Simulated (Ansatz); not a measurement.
Potential energy curve for C3H10O3Sn, SMILES [OH][Sn]([CH](C)C)([OH])[OH]. The C1–H17 bond (C1 also carries C, H, H; H17 carries nothing else) is varied alone, starting from the PBE0/def2-SVP, def2 effective core potentials past Kr optimised geometry.

Levels of theory: UKS-B3LYP = unrestricted B3LYP/def2-SVP, def2 effective core potentials past Kr in Ansatz (a program for electronic structure); RKS-B3LYP = restricted B3LYP/def2-SVP, def2 effective core potentials past Kr run with Ansatz; RKS-PBE0 = restricted PBE0/def2-SVP, def2 effective core potentials past Kr (Ansatz).

Energies are in kJ/mol, each relative to the lowest point of its own curve near equilibrium.

| R / Å | UKS-B3LYP | RKS-B3LYP | RKS-PBE0 |
|---|---|---|---|
| 0.89 | 109.8 | 109.8 | 110.8 |
| 0.97 | 35.6 | 35.6 | 35.9 |
| 1.02 | 12.3 | 12.3 | 12.3 |
| 1.08 | 0.7 | 0.7 | 0.7 |
| 1.10 | 0.0 | 0.0 | 0.0 |
| 1.15 | 3.4 | 3.4 | 3.6 |
| 1.17 | 6.6 | 6.6 | 6.8 |
| 1.24 | 23.6 | 23.6 | 24.4 |
| 1.33 | 54.9 | 54.9 | 56.7 |
| 1.44 | 100.9 | 100.9 | 104.1 |
| 1.59 | 167.9 | 167.9 | 173.5 |
| 1.80 | 258.6 | 258.6 | 267.7 |
| 2.01 | 339.0 | 339.0 | 351.6 |
| 2.29 | 411.2 | 427.6 | 444.7 |
| 2.68 | ? | 519.2 | 541.9 |
| 3.23 | ? | 601.1 | 629.8 |

Task: What belongs in the gaps?

Result: 
- 2.68, UKS-B3LYP: 453.1
- 3.23, UKS-B3LYP: 470.0

The unrestricted determinant behind UKS-B3LYP is spin-contaminated at 2.29 to 3.23 Å (<S²> up to 1.0, against 0.00 for a pure singlet). The restricted form behind RKS-B3LYP, RKS-PBE0 keeps the bonding electrons paired and can't separate into open-shell fragments.
